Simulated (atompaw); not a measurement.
Before and after: PAW (atompaw) potential for zirconium

zirconium, PAW, made with atompaw 4.2.0.5 (PBE, non-relativistic). Core [Kr], reference 4d2 5s1.5 5p0 (charge +0.5). Waves: 5s (bound): rc 3.00 bohr; 5s channel at 1.7 Ry: rc 3.00 bohr; 5p (bound, empty): rc 3.00 bohr; 5p channel at 1.2 Ry: rc 3.00 bohr; 4d (bound): rc 2.60 bohr; 4d channel at 1.45 Ry: rc 3.00 bohr; 4f channel at 0.1 Ry: rc 3.00 bohr. Local part: troulliermartins scheme with l = 4 at -0.5 Ry, radius 2.70 bohr. Core correction: smooth core density matched at 2.00 bohr. Augmentation charge: besselshape compensation charge, radius 2.95 bohr; PAW radius 3.00 bohr; waves and projectors: custom rrkj gramschmidtortho.

Change: reference 4d2 5s1 5p0; added wave 4f channel at 2.05 Ry: rc 3.00 bohr.

Cutoffs: the cutoffs (Ry, on a coarse ladder) from which the occupation-weighted sum of valence levels, in a spherical-Bessel basis at the reference potential, stays within 10 and 1 mRy of its value at 400 Ry; they do not see the model core or the augmentation charge, which bear on the density cutoff.

Problem. What does the change do?

Solution. The potential gets neither clearly harder nor softer (12 Ry and 18 Ry → 12 Ry and 18 Ry); both files keep a bound ghost (p); the range in which the p phases agree narrows (upper end 4.3 → -0.2); the range in which the f phases agree widens (upper end 0.9 → at the end of the scan).

| quantity | base | changed |
| --- | --- | --- |
| cutoff, loose | 12 Ry | 12 Ry |
| cutoff, tight | 18 Ry | 18 Ry |
| bound ghosts | p | p |
| s: phases at 3.02 bohr within 0.05 rad from the reference energy up to (Ry; the scan ends near 5) | 3.7 | 3.6 |
| p: phases at 3.02 bohr within 0.05 rad from the reference energy up to (Ry; the scan ends near 5) | 4.3 | -0.2 |
| d: phases at 3.02 bohr within 0.05 rad from the reference energy up to (Ry; the scan ends near 5) | 4.4 | 4.0 |
| f: phases at 3.02 bohr within 0.05 rad from the reference energy up to (Ry; the scan ends near 5) | 0.9 | to the end of the scan |
| lowest overlap eigenvalue by channel | s 0.71, p 0.63, d 0.75, f 1.00 | s 0.75, p 0.61, d 0.75, f 0.94 |

 A true bound ghost makes a file unfit for plane-wave use even where its test errors are small: the radial tests pick states by their node count and pass the ghost by. The cutoffs see the waves, projectors and local potential, not the compensation charge or the core.
